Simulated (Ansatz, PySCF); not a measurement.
Stretching the Si2–F1 bond in FH3Si (SMILES F[SiH3]) (multiplicity 1 held, fragments rigid). Energies count from the point at 1.606 Å.
Geometry at that point (charge 0, multiplicity 1):
| atom | x (Å) | y (Å) | z (Å) |
|---|---|---|---|
| F | 1.0903 | -0.0171 | -0.1702 |
| Si | -0.4965 | 0.0078 | 0.0775 |
| H | -0.9449 | 1.4151 | 0.0667 |
| H | -0.7705 | -0.6159 | 1.3881 |
| H | -1.1468 | -0.7543 | -1.0080 |

U- levels take the lowest unrestricted solution at each point, which mixes spins at long bonds. Curves can end on different states.

Frozen-core correlation. Rows in 3-21G carry no dispersion term and start afresh at each structure.

Run with Ansatz (Gaussian basis) for Hartree–Fock, density functionals and correlated methods; PySCF for 3-21G rows. Values without a source in brackets are computed.

Energies in kJ/mol.

| R (Å) | R-HF/3-21G | U-MP2/cc-pV(T+d)Z | U-SCS-MP2/cc-pV(T+d)Z | U-CCSD(T)/cc-pV(T+d)Z |
|---|---|---|---|---|
| 1.285 | 447 | 316 | ___ | 313 |
| 1.446 | 94 | 54 | 53 | 52 |
| 1.606 | 0 | 0 | 0 | 0 |
| 1.767 | 23 | 34 | 34 | 34 |
| 1.927 | 96 | 101 | 101 | 102 |
| 2.168 | 231 | 220 | ___ | 220 |
| 2.409 | 360 | 333 | 332 | 330 |
| 2.811 | 536 | 590 | 583 | 489 |
| 3.212 | 673 | 637 | 627 | 582 |
| 3.694 | 799 | 651 | 640 | 615 |
| 4.337 | 906 | 655 | 643 | 621 |
| 5.140 | 975 | 656 | ___ | 623 |

Fill in the missing entries.


- 1.285, U-SCS-MP2/cc-pV(T+d)Z: 315
- 5.140, U-SCS-MP2/cc-pV(T+d)Z: 644
- 2.168, U-SCS-MP2/cc-pV(T+d)Z: 219

Doubts at one or more of the structures used: a restricted determinant that unrestricted orbitals would lower (R-HF/3-21G); a spin-contaminated determinant (U-MP2/cc-pV(T+d)Z, U-SCS-MP2/cc-pV(T+d)Z, U-CCSD(T)/cc-pV(T+d)Z); T1 above 0.05 (U-CCSD(T)/cc-pV(T+d)Z).

Ansatz is a first-principles code.
